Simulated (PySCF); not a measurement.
Record of a relaxation.

Species: C5H4F2.
Bonds: F1–C2, C2–C3 (double), C3–F4, C3–C5, C5–C6, C6–C7 (double), C2–C7. Hydrogens: H8, H9 on C5; H10 on C6; H11 on C7.

Method: PBE0-D3(BJ)/def2-SVP geometry optimisation, gas phase in PySCF; density fitting, grid level 1; the optimiser is geomeTRIC in internal coordinates, started from a GFN2-xTB structure with every atom displaced at random (about 0.01 Å). The frame can shift and turn from step to step; on so coarse a grid that alone can change the energy by a few meV, and forces under 0.02 eV/Å are noise.

Step 0: E = -10663.0988 eV, largest atomic force 2.302 eV/Å
```
atom  x, y, z in Å  |  force x, y, z in eV/Å
F1      2.340    1.152    0.159   -1.153  -0.540  -0.095
C2      1.122    0.572    0.072    1.625   0.196  -0.028
C3      0.851   -0.703   -0.257    1.795  -1.353  -0.500
F4      1.767   -1.669   -0.573   -1.251   1.196   0.384
C5     -0.603   -0.950   -0.223    0.606   1.202   0.971
C6     -1.134    0.402    0.178    0.342  -0.496  -0.102
C7     -0.110    1.259    0.343   -0.550   0.085   0.045
H8     -0.849   -1.712    0.506   -0.241  -0.547   0.495
H9     -0.983   -1.263   -1.164   -0.569  -0.507  -1.399
H10    -2.180    0.592    0.314   -0.630   0.231   0.080
H11    -0.182    2.293    0.631    0.026   0.534   0.148
```

Step 1: E = -10663.1027 eV, largest atomic force 0.830 eV/Å
```
atom  x, y, z in Å  |  force x, y, z in eV/Å
F1      2.282    1.157   -0.421    0.288   0.145   0.156
C2      1.164    0.540   -0.096   -0.367   0.050  -0.188
C3      0.810   -0.713   -0.438   -0.716   0.337  -0.072
F4      1.414   -1.528   -1.271    0.660  -0.503  -0.008
C5     -0.620   -0.937   -0.080   -0.083  -0.173  -0.347
C6     -1.039    0.375    0.501   -0.208   0.037  -0.021
C7      0.014    1.215    0.511    0.128   0.018  -0.050
H8     -0.789   -1.769    0.628    0.064  -0.011  -0.053
H9     -1.156   -1.204   -1.021   -0.004   0.147   0.368
H10    -2.059    0.592    0.830    0.172  -0.045   0.150
H11     0.024    2.253    0.846    0.066  -0.001   0.065
```

Step 2: E = -10663.2010 eV, largest atomic force 0.401 eV/Å
```
atom  x, y, z in Å  |  force x, y, z in eV/Å
F1      2.293    1.172   -0.377    0.000  -0.130   0.018
C2      1.147    0.555   -0.145   -0.257   0.076   0.060
C3      0.791   -0.704   -0.477   -0.002   0.174  -0.361
F4      1.484   -1.564   -1.208    0.054  -0.101   0.237
C5     -0.638   -0.932   -0.113    0.132  -0.057  -0.078
C6     -1.046    0.376    0.491    0.012   0.021  -0.039
C7      0.005    1.221    0.479    0.019   0.001   0.052
H8     -0.774   -1.761    0.606    0.045  -0.036  -0.023
H9     -1.214   -1.204   -1.018   -0.045   0.073   0.091
H10    -2.040    0.578    0.891    0.028  -0.020   0.049
H11     0.038    2.243    0.859    0.015   0.000  -0.006
```

Step 3: E = -10663.2151 eV, largest atomic force 0.553 eV/Å
```
atom  x, y, z in Å  |  force x, y, z in eV/Å
F1      2.291    1.143   -0.362    0.058   0.242   0.043
C2      1.110    0.581   -0.172    0.504  -0.157  -0.164
C3      0.785   -0.679   -0.525   -0.321  -0.069  -0.021
F4      1.529   -1.589   -1.139   -0.060   0.231   0.124
C5     -0.633   -0.926   -0.145    0.098   0.025   0.146
C6     -1.046    0.372    0.486   -0.144   0.002   0.096
C7     -0.017    1.244    0.471    0.072  -0.259  -0.073
H8     -0.724   -1.760    0.575   -0.003  -0.023  -0.006
H9     -1.247   -1.198   -1.018   -0.093   0.017  -0.063
H10    -2.023    0.538    0.936   -0.081   0.010  -0.040
H11     0.021    2.253    0.882   -0.029  -0.019  -0.045
```

Step 4: E = -10663.2267 eV, largest atomic force 0.235 eV/Å
```
atom  x, y, z in Å  |  force x, y, z in eV/Å
F1      2.294    1.176   -0.352   -0.046  -0.030  -0.013
C2      1.125    0.579   -0.180   -0.027   0.028   0.039
C3      0.779   -0.673   -0.533    0.052  -0.051  -0.031
F4      1.535   -1.580   -1.129   -0.036  -0.041  -0.033
C5     -0.635   -0.926   -0.143   -0.041  -0.055   0.087
C6     -1.055    0.367    0.492    0.194  -0.064  -0.009
C7     -0.012    1.222    0.464   -0.069   0.194   0.112
H8     -0.717   -1.765    0.572    0.020  -0.022  -0.029
H9     -1.261   -1.192   -1.011   -0.024  -0.015  -0.051
H10    -2.033    0.539    0.941   -0.010   0.016  -0.063
H11     0.025    2.234    0.867   -0.014   0.040  -0.010
```

Step 5: E = -10663.2297 eV, largest atomic force 0.117 eV/Å
```
atom  x, y, z in Å  |  force x, y, z in eV/Å
F1      2.290    1.180   -0.356   -0.005  -0.057  -0.017
C2      1.126    0.578   -0.171   -0.049   0.021   0.008
C3      0.780   -0.677   -0.525    0.079   0.051  -0.042
F4      1.524   -1.578   -1.143    0.020  -0.038  -0.002
C5     -0.634   -0.933   -0.135    0.051   0.037   0.016
C6     -1.045    0.364    0.495   -0.070   0.035   0.087
C7     -0.010    1.228    0.472   -0.016  -0.068  -0.015
H8     -0.719   -1.776    0.575    0.015   0.000  -0.013
H9     -1.257   -1.194   -1.010   -0.003   0.017   0.007
H10    -2.030    0.541    0.925   -0.014   0.009  -0.020
H11     0.019    2.246    0.863   -0.007  -0.007  -0.010
```

Step 6: E = -10663.2307 eV, largest atomic force 0.048 eV/Å
```
atom  x, y, z in Å  |  force x, y, z in eV/Å
F1      2.288    1.179   -0.361   -0.002   0.012   0.006
C2      1.124    0.580   -0.171    0.015  -0.014  -0.022
C3      0.784   -0.675   -0.527   -0.044   0.017  -0.010
F4      1.527   -1.579   -1.145    0.002   0.028   0.029
C5     -0.629   -0.932   -0.133   -0.007  -0.010   0.007
C6     -1.047    0.362    0.501    0.025  -0.025   0.010
C7     -0.014    1.227    0.473    0.012  -0.007  -0.006
H8     -0.710   -1.778    0.573    0.005  -0.009  -0.006
H9     -1.253   -1.191   -1.007   -0.006   0.007   0.009
H10    -2.035    0.539    0.926   -0.002   0.001  -0.012
H11     0.012    2.247    0.860    0.001  -0.001  -0.006
```

Step 7: E = -10663.2311 eV, largest atomic force 0.021 eV/Å
```
atom  x, y, z in Å  |  force x, y, z in eV/Å
F1      2.285    1.184   -0.363   -0.003   0.013   0.002
C2      1.121    0.584   -0.175    0.006   0.005  -0.003
C3      0.783   -0.671   -0.530   -0.007  -0.003  -0.005
F4      1.534   -1.574   -1.140   -0.004   0.000   0.002
C5     -0.628   -0.934   -0.132   -0.003  -0.009   0.010
C6     -1.047    0.358    0.505    0.015  -0.012   0.007
C7     -0.016    1.227    0.473    0.003   0.007  -0.002
H8     -0.702   -1.783    0.571    0.002  -0.004  -0.003
H9     -1.256   -1.191   -1.004   -0.003   0.001   0.000
H10    -2.035    0.533    0.928   -0.003   0.001  -0.007
H11     0.007    2.247    0.857   -0.003   0.002  -0.002
```

Question: Summarise the path.

Answer: The energy falls by 12.76 kJ/mol from step 0 to step 7; nine tenths of that is first reached at step 4. It falls at every step. The largest force goes from 2.302 to 0.021 eV/Å. Among the bonds C3–F4 changes most, from 1.368 to 1.323 Å; the atoms move by 0.022 Å rms after alignment.

What follows is the cost of the whole optimisation. The run took 43 s of wall time on Arm Neoverse V1, one thread, shared host with 32 logical CPUs at a one-minute load of 29, and the process peaked at 0.52 GiB of memory.
